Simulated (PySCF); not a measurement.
**Ge (germanium, neutral) across methods**

[Ar] 3d10 4s2 4p1 5s1, 5s spin antiparallel (an excited configuration). All numbers are calculated (PySCF 2.14, scalar relativity through the core potential, in aug-cc-pVTZ-PP with ECP10MDF). The B2PLYP total includes its PT2 part (frozen core); its orbital energies are those of the SCF part.

```json
{"method": "PBE", "E (hartree)": "-294.3591", "mean ε 4s β (eV)": "-14.667", "mean ε 4p α (eV)": "-7.069", "mean ε 5s β (eV)": "-1.922", "Σ⟨r²⟩ (bohr²)": "71.38", "⟨S²⟩": "1.002"}
{"method": "r2SCAN", "E (hartree)": "-294.2361", "mean ε 4s β (eV)": "-14.884", "mean ε 4p α (eV)": "-7.524", "mean ε 5s β (eV)": "-1.925", "Σ⟨r²⟩ (bohr²)": "71.17", "⟨S²⟩": "1.005"}
{"method": "LDA", "E (hartree)": "-293.8867", "mean ε 4s β (eV)": "-15.016", "mean ε 4p α (eV)": "-7.033", "mean ε 5s β (eV)": "-1.870", "Σ⟨r²⟩ (bohr²)": "69.95", "⟨S²⟩": "1.001"}
{"method": "B2PLYP", "E (hartree)": "-293.9744", "mean ε 4s β (eV)": "-16.613", "mean ε 4p α (eV)": "-9.082", "mean ε 5s β (eV)": "-2.338", "Σ⟨r²⟩ (bohr²)": "71.50", "⟨S²⟩": "1.004"}
{"method": "PBEsol", "E (hartree)": "-294.0431", "mean ε 4s β (eV)": "-14.698", "mean ε 4p α (eV)": "-7.042", "mean ε 5s β (eV)": "-1.905", "Σ⟨r²⟩ (bohr²)": "71.20", "⟨S²⟩": "1.002"}
{"method": "MN15", "E (hartree)": "-294.7299", "mean ε 4s β (eV)": "-16.308", "mean ε 4p α (eV)": "-8.382", "mean ε 5s β (eV)": "-2.088", "Σ⟨r²⟩ (bohr²)": "69.17", "⟨S²⟩": "1.005"}
{"method": "M06", "E (hartree)": "-294.4498", "mean ε 4s β (eV)": "-16.174", "mean ε 4p α (eV)": "-7.905", "mean ε 5s β (eV)": "-2.066", "Σ⟨r²⟩ (bohr²)": "68.90", "⟨S²⟩": "1.002"}
{"method": "PBE0", "E (hartree)": "-294.3193", "mean ε 4s β (eV)": "-15.713", "mean ε 4p α (eV)": "-8.184", "mean ε 5s β (eV)": "-2.241", "Σ⟨r²⟩ (bohr²)": "71.74", "⟨S²⟩": "1.003"}
{"method": "UHF", "E (hartree)": "-293.18403", "mean ε 4s β (eV)": "-17.814", "mean ε 4p α (eV)": "-10.957", "mean ε 5s β (eV)": "-2.814", "Σ⟨r²⟩ (bohr²)": "73.08", "⟨S²⟩": "1.010"}
```

Energies and moments cover only the electrons outside the core potential. The outer electron is Rydberg-like, and this basis confines it to a smaller radius and binds it less than a complete one would. With the s spin flipped the determinant is a mixture of two multiplicities, not a spectroscopic state.
